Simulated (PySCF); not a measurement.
FH2O2Sb. Atoms are numbered in the order given.

```xyz
6

Sb     0.0086    -0.0164     0.3753
F      0.9779     1.3060    -0.6871
O      0.6382    -1.6105    -0.6107
H      0.4127    -1.5857    -1.5542
O     -1.6609     0.3325    -0.6386
H     -1.4678     0.8907    -1.4096
```

Geometry optimised at B3LYP-D3(BJ)/def2-SVP. The def2 effective core potentials stand for the cores of Sb; spin–orbit coupling is left out. The values are those of a single conformer.

Method: B3LYP/def2-TZVPD (PySCF).

### Question
Estimate the frontier levels, gap, dipole moment and polarisability. (The exact figures need the calculation; the answer reports its results.)

### Answer

```
Item                                                                                                            Result
---------------------------------------------------------------------------------------------  -----------------------
highest occupied level                                                                                        -8.57 eV
lowest empty level                                                                                            -1.75 eV
orbital gap                                                                                                    6.82 eV
dipole moment                                                                                                   1.02 D
quadrupole, principal values (traceless, Buckingham form, about the centre of nuclear charge)  -7.56, -3.50, 11.06 D·Å
mean static polarisability                                                                        48.6 bohr³ (7.20 Å³)
polarisability, principal values                                                                45.0, 48.4, 52.3 bohr³
```
